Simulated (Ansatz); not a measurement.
Frontier orbitals of CH$_{6}$FGaSi (`F[CH2][GaH][SiH3]`).

The species carries charge 0 and has multiplicity 1. Correlated methods include outer-core shells of Ga, which these sets cover unevenly. Scalar relativity is left out up to krypton. The geometry is a stationary point of PBE0-D4/def2-TZVP. It is one conformer, not always the lowest. Basis def2-TZVPP, the Gaussian-basis code of Ansatz.

Orbital energies of one run (eV). Highest occupied ones, from the top: -7.23, -7.98, -9.50, -9.66, -9.70, -10.86, -12.76, -13.13, -13.33, -14.81, -18.60, -22.65, -22.71, -22.83. Empty: -2.28, 0.00, 0.23, 0.75, 0.98, 1.10.

Which functional gave them?
A. LC-ωPBE
B. revPBE
C. B3LYP
D. LDA (SPW92)

C. HOMO energies: B3LYP -7.23, LDA (SPW92) -6.37, revPBE -6.17, LC-ωPBE -10.02 eV.

B3LYP here is the variant with VWN-RPA as its local correlation; programs differ in this. LC-ωPBE has ω = 0.4 bohr⁻¹.
